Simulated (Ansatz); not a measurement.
Reaction (formal exchange of groups at the Al–C bond): `C=[C](S)[AlH][OH]` + `F/C=C\I` → `[OH][AlH]/[CH]=C/F` + `C=C(S)I`

Computed with Ansatz on PBE0-D4/def2-TZVP structures; ΔE is electronic, products minus reactants. CBS: MP2 limit from def2 TZ/QZ plus the TZ coupled-cluster correction, frozen cores. Double bonds are as drawn, so ΔE can hold a change between cis and trans. Functionals use def2-TZVPP. B3LYP here is the variant with VWN-RPA as its local correlation; programs differ in this. def2 core potentials past Kr. For I outer-core shells are correlated without core-valence functions, which leaves a few kJ/mol of doubt a bond. One conformer a species, not always the lowest.

```csv
level,ΔE (eV)
PBE-D4,-0.10
B3LYP,-0.09
```

Question: What does CCSD(T)/CBS give? (Estimate.)

Answer: Computed: -0.12 eV. The listed levels differ from it by 0.02, 0.03 eV.

Largest T1 diagnostic among the species: 0.013.

In def2-TZVPP, CCSD(T) changes the Hartree–Fock value by −0.04 eV (the triples alone add −0.01 eV) and MP2 by −0.10 eV.
